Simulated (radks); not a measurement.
Values are calculated unless marked as measured or tabulated.
Hf2+, configuration [Xe] 4f14 5d2. Level of theory: scalar-relativistic Kohn-Sham, exchange-only LDA, spin-polarised, spherical densities, point nucleus; open shells are filled with parallel spins first (spin-orbit coupling, left out, can overturn this in heavy ions) (a radial shooting solver on a logarithmic mesh with Libxc functionals).

X-ray form factor f0, the Fourier transform of the density (f0(0) = 70):

sin(theta)/lambda (1/angstrom)  f0 (electrons)
0.05                                    69.267
0.1                                     67.244
0.15                                    64.338
0.2                                     60.969
0.25                                    57.447
0.3                                     53.972
0.4                                     47.559
0.5                                     42.064
0.6                                     37.407
0.8                                     29.976
1                                       24.483
1.25                                    19.841
1.5                                     16.958
2                                       13.415
